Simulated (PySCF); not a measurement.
A geometry optimisation on `CCC[N@H+](C)[GaH3-]`.

Method: PBE0-D3(BJ)/def2-SVP geometry optimisation, gas phase (PySCF 2.14.0). Start geometry: UFF. The input is one job of a driver script: a line of settings, then coordinates in Å.

Command:
```bash
OMP_NUM_THREADS=1 python probes_run.py task.json out
```

Input:
```
{"job": {"xc": "PBE0", "basis": "def2-SVP", "d3": "d3bj", "grid": 1, "kind": "geom"}, "charge": 0, "multiplicity": 1}
C      2.678451     0.373130    -0.803556
C      1.519166     0.240118     0.179971
C      0.263032    -0.316826    -0.513766
N     -0.854821    -0.504730     0.434537
C     -1.902700    -1.333825    -0.176276
Ga    -1.635983     1.181477     0.987853
H      2.941375    -0.619268    -1.227841
H      2.406056     1.064919    -1.628964
H      3.567488     0.780506    -0.277555
H      1.308927     1.241033     0.611795
H      1.824757    -0.440372     1.004029
H     -0.042983     0.365544    -1.338900
H      0.538861    -1.293698    -0.973502
H     -0.508729    -1.008066     1.284814
H     -2.739191    -1.490731     0.539597
H     -2.303044    -0.854201    -1.097181
H     -1.503103    -2.338110    -0.438948
H     -3.136400     0.939682     1.520925
H     -0.752059     1.816401     2.174254
H     -1.669100     2.197016    -0.261286
```

Output:
```
step   0  E = -2139.52966665  max force = 0.055238
step   1  E = -2139.54293019  max force = 0.022542
step   2  E = -2139.54593230  max force = 0.005406
step   3  E = -2139.54622767  max force = 0.003278
step   4  E = -2139.54633177  max force = 0.000838
step   5  E = -2139.54635405  max force = 0.000313
step   6  E = -2139.54637286  max force = 0.000690
step   7  E = -2139.54638975  max force = 0.000737
step   8  E = -2139.54640124  max force = 0.000368
optimisation converged
```

Energies in Eh; «max force» is the largest Cartesian gradient component in Eh/bohr.

**Question.** Give the first gradient maximum in eV/Å.

**Answer.** With 1 Eh/bohr = 51.422 eV/Å, 2.840 eV/Å.

**Question.** How much energy does the optimisation release, in eV?

**Answer.** E(step 0) − E(last step) = 0.016735 Eh, which is 0.455 eV.

In short: final energy -2139.54640 Eh after 8 steps; dipole 5.00 D.

Time: 2.2 min of wall time. Hardware: one thread of an Arm Neoverse V2, no GPU (shared host).
Labels such as C1 count atoms from 1, the log's own numbers from 0.
